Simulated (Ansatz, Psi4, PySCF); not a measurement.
GeI$_{4}$, charge -1, doublet, at a GFN2-xTB geometry (a state made from the parent by changing its charge; the spin is typed, not shown lowest) (core potentials on I). Base run: BHANDHLYP/def2-SVP in PySCF.

Here is a job for PySCF.
```python
from pyscf import gto, scf, dft

mol = gto.Mole()
mol.atom = '''
    I    -1.01498190    2.44307870   -0.83070020
    Ge   -0.00000000   -0.00000000   -0.00000000
    I    -1.89317457   -1.98061983   -0.42652050
    I     0.61477469    0.12473657    2.70099564
    I     2.29338179   -0.58719544   -1.44377495
'''
mol.basis = 'def2-svp'
mol.ecp = {'I': 'def2-svp'}
mol.charge = -1
mol.spin = 1
mol.verbose = 4
mol.build()

mf = dft.UKS(mol)
mf.xc = 'bhandhlyp'
mf.kernel()
```

The same geometry, method and basis name were run in Ansatz (a quantum-chemistry and plane-wave program) and Psi4 and PySCF, at each program's defaults and at the settings that a row names. The base is PySCF at its defaults. Differences at the defaults can come from grids, fitting, cores and function types together.

```csv
code and settings,ΔE vs base (mEh),basis functions,E (Eh),SCF cycles,outcome
"PySCF, defaults (exact integrals, its default grid, spherical functions)",0.000,136,-3267.58072,11,converged
"Psi4, defaults (not started, spherical functions)",-,-,-,-,input refused
"Ansatz, defaults (factorised integrals, its default grid, spherical functions)",0.010,136,-3267.58071,-,converged
"PySCF, density fitting with def2-universal-jkfit",0.033,136,-3267.58069,11,converged
"PySCF, fine grid",0.005,136,-3267.58071,11,converged
"Psi4, exact integrals, spherical functions, fine grid",-,-,-,-,input refused
```

Open shells are given as the SCF converged; they aren't shown to be the lowest states, and a large step between rows can be another state.

- Psi4, defaults (not started, spherical functions): ended with `QcdbException: Unrecognized point group bits: 117`
- Psi4, exact integrals, spherical functions, fine grid: ended with `QcdbException: Unrecognized point group bits: 117`
